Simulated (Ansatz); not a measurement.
`[F][In]([SH])[O][SiH3]` + H–F → `[F][In]([F])[SH]` + `O[SiH3]` at 298.15 K and 1 bar (ligand exchange at the In–O bond).

Calculated with Ansatz (gas phase, PBE0-D4/def2-TZVP geometries, no zero-point term in ΔE). CCSD(T)/CBS adds triple-zeta CCSD(T) − MP2 to the extrapolated MP2 energy (def2 sets, frozen cores). This one scheme is used for every species. def2 core potentials past Kr. For In outer-core shells are correlated without core-valence functions, which leaves a few kJ/mol of doubt a bond. Each species was taken in one conformer, which may not be the lowest.

```csv
species,CCSD(T)/CBS energy (Eh),H − E (kJ/mol),S (J/(mol·K))
`[F][In]([SH])[O][SiH3]`,-1054.15995,131.6,421.5
H–F,-100.39570,33.5,173.6
`[F][In]([F])[SH]`,-787.86618,52.2,345.6
`O[SiH3]`,-366.69042,113.6,257.8
```

H − E and S are ideal-gas, rigid-rotor, harmonic terms from PBE0-D4/def2-TZVP, for one conformer and one mirror image of each species. 1 Eh = 2625.50 kJ/mol, R = 8.31446 J/(mol·K).

By hand: ΔE, ΔH, ΔS and ΔG.

ΔE = (-787.86618) + (-366.69042) − (-1054.15995) − (-100.39570) = -0.00095 Eh = -2.5 kJ/mol. Δ(H − E) = 52.2 + 113.6 − 131.6 − 33.5 = 0.7, so ΔH = -1.8 kJ/mol. ΔS = 345.6 + 257.8 − 421.5 − 173.6 = 8.3 J/(mol·K). ΔG = -1.8 − 298.15 × (8.3)/1000 = -4.3 kJ/mol.

By hand: the equilibrium constant, and the temperature at which ΔG would vanish if ΔH and ΔS stayed fixed.

log₁₀ K = −ΔG/(RT ln 10) = 0.8. ΔH and −TΔS have one sign here, so there is no such temperature.

TΔS isn't small against ΔH here. The sign of ΔG lies within the doubt. A doubt of 5 kJ/mol in ΔE shifts log₁₀ K by 0.9 here. Other conformers and mirror images would add mixing entropy, several J/(mol·K) or more a flexible species. Modes under 60 cm⁻¹, often nearly free rotors, make the harmonic entropy too high. These are equilibria of isolated gas molecules and say nothing of rates. Largest T1 diagnostic: 0.016 (customary marks: 0.02 for closed shells, 0.045 for open ones).

ΔS is within the doubt of such terms, so its sign, and with it that verdict, could turn.
